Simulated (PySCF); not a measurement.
Spin states of BiF

Unrestricted PBE0; PySCF, scalar-relativistic core potentials, basis sets Bi cc-pVTZ-PP with ECP60, F cc-pVTZ. Outer shells of the fragments: Bi 5d10 6s2 6p3; F 2s2 2p5.

Followed along the bond (rough minima from three points):

| 2Ms+1 | unpaired | ⟨S²⟩ at the start | R at minimum (Å) | Te (eV) |
| --- | --- | --- | --- | --- |
| 3 | π ↑↑ | 2.00 | 2.04 | 0.00 |
| 1 | π ↑↓ | 1.01 | 2.04 | 0.32 |
| 1 | none | 0.00 | 2.04 | 1.21 |
| 5 | σ ↑↑, π ↑↑ | 6.00 | none in the scan | ≤ 5.22 |

Solutions found at the starting distance of 2.075 Å, counted from the lowest of them; the search is not exhaustive and high or unbound solutions are not listed, so other states can lie among these:

```csv
2Ms+1,unpaired,term,E (eV),⟨S²⟩,⟨Lz²⟩,μ (D)
3,π ↑↑,³Σ⁻,0.00,2.00,0.00,-3.33
1,π ↑↓,mixed,0.32,1.01,2.02,-3.30
1,none,mixed,1.21,0.00,2.01,-3.20
3,"σ ↑, π ↑",³Π,2.50,2.00,1.00,-2.61
1,"σ ↓, π ↑",mixed,2.80,1.00,1.01,-2.52
5,"σ ↑↑, π ↑↑",⁵Σ⁻,5.96,6.00,0.00,0.61
3,"σ ↑, π ↑",³Π,6.04,2.01,1.01,0.05
1,"σ ↓, π ↑",mixed,6.22,1.01,1.01,0.30
3,π ↑↑,mixed,6.30,2.00,2.01,1.76
5,"σ ↑, π ↑↑↑",⁵Π,6.35,6.00,1.00,2.16
```

A term symbol is given only where ⟨S²⟩ and ⟨Lz²⟩ are close to those of a pure state; real π, δ and φ orbitals otherwise mix terms. A positive dipole means Bi(−)F(+).

These are scalar-relativistic numbers at best; spin–orbit coupling would shift them, the dissociation energy most. Counting both spins, an empty level lies below a filled one in some of these solutions, because spin and occupation are held.
